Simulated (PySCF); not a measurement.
**TlI at PBE**

Computed with PBE; PySCF, scalar-relativistic core potentials, basis sets Tl cc-pVDZ-PP with ECP60, I cc-pVDZ-PP with ECP28.

For TlI, the state is ¹Σ⁺ (singlet), closed shell and the bond length is 2.886 Å. The harmonic wavenumber is 146 cm⁻¹ and the force constant is 0.979 mdyn/Å. The rotational constant Be is 0.02582 cm⁻¹, the anharmonicity ωexe is 0.260 cm⁻¹ and the vibration–rotation constant αe is 6.46e-05 cm⁻¹. The well depth De to Tl + I is 354 kJ/mol and the dissociation energy D0 is 353 kJ/mol. The HOMO–LUMO gap is 3.20 eV and the bond order (Mayer) is 1.10. The dipole moment (positive dipole means Tl(−)I(+)) is -4.24 D.

These are scalar-relativistic numbers at best; spin–orbit coupling would shift them, the dissociation energy most.
